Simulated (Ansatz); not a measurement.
Program: Ansatz. Geometries: PBE0-D4/def2-TZVP. ΔE: electronic, gas phase. CCSD(T)/CBS adds triple-zeta CCSD(T) − MP2 to the extrapolated MP2 energy (def2 sets, frozen cores). This one scheme is used for every species. DFT in def2-TZVPP. B3LYP here is the variant with VWN-RPA as its local correlation; programs differ in this. Each species was taken in one conformer, which may not be the lowest.

`C[N](C)[Al]([OH])[OH]` + SiH₄ → `[OH][Al]([OH])[SiH3]` + dimethylamine  (formal exchange of groups at the Al–N bond)

`C[N](C)[Al]([OH])[OH]`:

Cartesian coordinates in Å:
```
C 0.552 1.462 -0.541
N 0.079 0.310 0.183
C -0.024 0.552 1.603
Al -0.337 -1.240 -0.552
O -0.236 -1.559 -2.213
O -0.865 -2.469 0.487
H 0.623 1.253 -1.612
H -0.119 2.325 -0.418
H 1.549 1.777 -0.201
H -0.383 -0.339 2.121
H 0.949 0.826 2.037
H -0.720 1.374 1.823
H 0.042 -0.938 -2.882
H -1.110 -3.334 0.165
```

SiH₄:

Cartesian coordinates in Å:
```
Si 0.000 0.000 0.000
H 0.709 0.891 -0.953
H 0.991 -0.816 0.745
H -0.917 -0.896 -0.749
H -0.783 0.822 0.957
```

`[OH][Al]([OH])[SiH3]`:

Cartesian coordinates in Å:
```
O 1.521 -0.367 1.433
Al 0.019 -0.160 0.676
O -1.467 -0.354 1.466
Si -0.022 0.429 -1.683
H 1.671 -0.607 2.345
H -1.603 -0.594 2.380
H -0.433 -0.744 -2.506
H 1.313 0.875 -2.164
H -0.999 1.522 -1.947
```

`CNC`:

Z-matrix (Å, degrees):
```
C
N 1 1.445
H 1 1.094 2 109.4
H 1 1.092 2 110.0 3 117.9
H 1 1.104 2 114.0 3 -120.2
C 2 1.445 1 112.8 3 65.3
H 2 1.011 1 109.8 3 -171.9
H 6 1.104 2 114.0 1 54.9
H 6 1.094 2 109.4 1 -65.3
H 6 1.092 2 110.0 1 176.8
```

(1) Is it downhill or uphill in electronic energy at CCSD(T)/CBS, and by how much? (Estimate.)

(2) What do these levels give: LDA (SPW92), B3LYP-D4, r2SCAN0-D4, PBE-QIDH, revPBE, BLYP, r2SCAN, RPA@PBE/def2-TZVPP, CCSD/def2-SVP, CCSD(T)/def2-SVP, HF/def2-QZVPP, SCS-MP2/def2-QZVPP? (Best estimate.)

Largest T1 diagnostic among the species: 0.013.

Answers

(1) Ansatz gave: Uphill: ΔE = +0.77 eV.

(2) The calculation gave: LDA (SPW92) 0.63, B3LYP-D4 0.77, r2SCAN0-D4 0.75, PBE-QIDH 0.72, revPBE 0.49, BLYP 0.66, r2SCAN 0.73, RPA@PBE/def2-TZVPP 0.79, CCSD/def2-SVP 0.81, CCSD(T)/def2-SVP 0.81, HF/def2-QZVPP 0.81, SCS-MP2/def2-QZVPP 0.87 eV.

At CCSD(T), def2-SVP lies +0.04 eV from the extrapolated value and def2-TZVPP +0.02 eV. Leaving LDA and LC-ωPBE aside and taking each functional with its dispersion term where it has one, the values, not all of them listed here, spread over 0.24 eV, from PBE-D4 to BHLYP-D4. LDA lies +0.10 eV from PBE without D4.
